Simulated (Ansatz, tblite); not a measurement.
Forces on the cluster Ge₂S₄⁻ at its PBE-D4/def2-SVPD geometry. Charge -1, multiplicity 2.

The xTB rows come from tblite. Another isomer (doublet) lies 0.73 eV lower at PBE0-D4/def2-TZVPD; other spin states weren't run for this one.

GFN1-xTB (tblite), largest force 1.94 eV/Å:

```xyz
6
positions Å, forces eV/Å
Ge   -1.075    1.413    0.785    1.806   -0.658   -0.246
Ge    0.482   -1.328   -0.232   -0.855    0.213   -0.653
S     1.243    2.044    0.823   -1.376   -0.470   -0.425
S     0.624    1.061   -0.968   -0.398   -0.295    1.265
S    -0.990   -0.797    1.517    0.453    0.692   -0.920
S    -0.284   -2.392   -1.924    0.370    0.518    0.979
```

GFN2-xTB (tblite), largest force 1.09 eV/Å:

```
Ge 0.574 -0.331 0.000
Ge 0.242 -0.363 -0.293
S -0.693 -0.512 -0.664
S 0.136 0.647 0.718
S -0.224 0.438 -0.007
S -0.035 0.121 0.246
```

PBE-D4/def2-TZVPD (Ansatz), largest force 0.54 eV/Å:

```
Ge 0.308 -0.171 -0.087
Ge -0.199 0.076 -0.068
S -0.282 -0.224 -0.380
S 0.033 0.156 0.514
S 0.069 0.085 -0.124
S 0.071 0.079 0.145
```
